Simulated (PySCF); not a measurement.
C2H10ClNSi2, SMILES Cl[Si@@H](C[SiH3])NC.

Coordinates come from a PBE0-D3(BJ)/def2-SVP optimisation. The structure was generated by enumeration; whether it is a known compound was not checked. The values are those of a single conformer.

Calculation: PBE0-D3(BJ)/def2-SVP (PySCF).

Frequencies are harmonic and unscaled.

Computed vibrational spectrum:
```tsv
mode	ν (cm⁻¹)	IR (km/mol)	moving atoms (share of kinetic energy)
1	54	1.8	H 32 %, C 30 %, Si 25 %, Cl 9 %
2	67	0.8	C 35 %, H 27 %, Si 19 %, Cl 12 %
3	100	2.1	Si 30 %, Cl 25 %, C 16 %, H 16 %, N 12 %
4	127	1.4	H 82 %, C 9 %
5	155	0.3	H 80 %
6	188	1.4	H 55 %, C 15 %, N 12 %, Si 10 %
7	219	2.5	Si 44 %, Cl 21 %, H 20 %, C 11 %
8	276	4.8	N 36 %, Si 23 %, H 21 %, Cl 19 %
9	337	8.7	H 34 %, C 30 %, N 22 %, Si 14 %
10	476	23.0	H 68 %, Cl 11 %, N 10 %, Si 8 %
11	491	5.4	H 72 %, C 11 %
12	530	140.3	H 47 %, Si 29 %, Cl 15 %
13	583	49.0	H 45 %, Si 38 %, C 9 %
14	685	8.7	H 69 %, C 20 %
15	729	46.9	H 41 %, C 39 %, Si 19 %
16	767	129.2	H 41 %, C 27 %, Si 27 %
17	806	23.9	H 54 %, N 20 %, C 14 %, Si 13 %
18	837	150.7	H 51 %, Si 24 %, C 16 %, N 9 %
19	860	103.6	H 87 %, Si 9 %
20	932	154.9	H 91 %
21	942	129.6	H 95 %
22	956	36.1	H 97 %
23	1008	9.2	H 95 %
24	1074	115.7	H 57 %, C 39 %
25	1100	26.0	H 80 %, C 13 %
26	1141	0.7	H 75 %, C 19 %
27	1180	115.7	N 44 %, C 34 %, H 21 %
28	1373	16.0	H 92 %
29	1405	62.5	H 66 %, N 23 %, C 10 %
30	1449	14.1	H 85 %, C 15 %
31	1466	8.1	H 96 %
32	1496	12.3	H 95 %
33	2224	140.2	H 97 %
34	2231	83.9	H 97 %
35	2236	82.9	H 96 %
36	2263	107.8	H 97 %
37	3020	76.7	H 97 %
38	3078	0.3	H 94 %
39	3102	24.8	H 91 %, C 9 %
40	3140	14.8	H 91 %, C 9 %
41	3143	0.4	H 91 %, C 9 %
42	3621	22.2	H 93 %
```
